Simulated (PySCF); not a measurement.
MgHF, SMILES [F][MgH]. Geometry optimised at r2SCAN-D4/def2-TZVPD.

Calculation: r2SCAN-D4/def2-TZVPD (PySCF).

Harmonic wavenumbers (cm⁻¹): 319, 319, 716, 1669. Rotational constants (GHz): 12.96 (linear); symmetry number 1.

Work out the zero-point energy and the ideal-gas rigid-rotor harmonic-oscillator thermochemistry at 298.15 K and 1 atm.

ZPE = ½ Σ hcν = ½ × 3023 cm⁻¹ = 18.08 kJ/mol. H − E(el) = 29.13 kJ/mol. Entropy in J/(mol K): translation 156.03, rotation 59.63, vibration 12.23, total 227.89. G − E(el) = -38.82 kJ/mol. Cp = 46.31 J/(mol K).
